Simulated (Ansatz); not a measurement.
A search over several starts for the lowest SCF solution of Si₄H₇⁻ at the given spin, in a small basis.

```yaml
crystal:
  periodic: [false, false, false]
  atoms:
    - {symbol: Si, position_ang: [1.282246, 0.271069, 0.703059]}
    - {symbol: Si, position_ang: [-1.981208, -0.488479, 0.287527]}
    - {symbol: Si, position_ang: [-0.612135, 1.466603, -0.063889]}
    - {symbol: Si, position_ang: [0.115926, -1.571066, -0.221701]}
    - {symbol: H, position_ang: [2.682563, 0.629236, 0.274915]}
    - {symbol: H, position_ang: [-2.637774, -0.576154, -1.095349]}
    - {symbol: H, position_ang: [-0.278561, 1.928327, -1.464513]}
    - {symbol: H, position_ang: [0.432539, -2.926171, 0.367244]}
    - {symbol: H, position_ang: [1.335280, 0.206823, 2.204623]}
    - {symbol: H, position_ang: [-0.928546, 2.754336, 0.660491]}
    - {symbol: H, position_ang: [0.589670, -1.694515, -1.652399]}
basis:
  gaussian: {orbitals: def2-SVP, initial_orbitals: start.molden}
total_charge: -1
hamiltonian: {xc: pbe0, dispersion: d4}
output: {orbitals: {seedname: orbitals}}
```

The file start.molden holds the orbitals of an earlier run on this structure, at another level or in another basis.

```sh
$ ansatz run in.yaml --threads 4 --pin off --events-out ev --progress --plain --max-ram 3916MiB
```

Output, abridged:

```
Functional definition: PBE0
1035 factors; integrals over basis functions are off by at most 1.0e-3 eV
mean field evaluation 1: about -31601.7651 eV, gradient 4.6e0 eV
mean field evaluation 2: about -31601.8583 eV, gradient 9.1e-2 eV
mean field evaluation 4: about -31601.8807 eV, gradient 3.0e-4 eV
mean field evaluation 8: about -31601.1969 eV, gradient 1.3e1 eV
mean field evaluation 16: about -31601.8807 eV, gradient 8.2e-3 eV
mean field -31601.88065583 eV, -1161.3476935777 hartree, gradient 9.1e-6 eV, S^2 0.000000; 1 other end points of the search recorded, 0 dependent functions left out
reference -31601.88068928 eV, -1161.3476948071 hartree; 32, 32 occupied and 75, 75 virtual orbitals, 1035 factors
Total energy: -31602.24589857 eV, -1161.3611160007 hartree
```

It took 1.4 s on 4 threads of Arm Neoverse V2 on a shared host.

The structure comes from a short search, and lower isomers may exist.
